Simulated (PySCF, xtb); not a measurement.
GaCl, SMILES [Cl][Ga] (connectivity only; charge and spin as stated), neutral, multiplicity 1.

GFN2-xTB run with xtb at its own geometry gives an orbital gap of 5.40 eV and a dipole moment of 3.65 D.

Geometry: PBE-D3(BJ)/def2-TZVP.

Task: What does CAM-B3LYP/def2-TZVPD run with PySCF give? (An estimate is asked for; the answer gives what the named calculation found.)

Result: gap 7.97 eV (levels -8.82 and -0.86 eV), dipole 2.68 D.
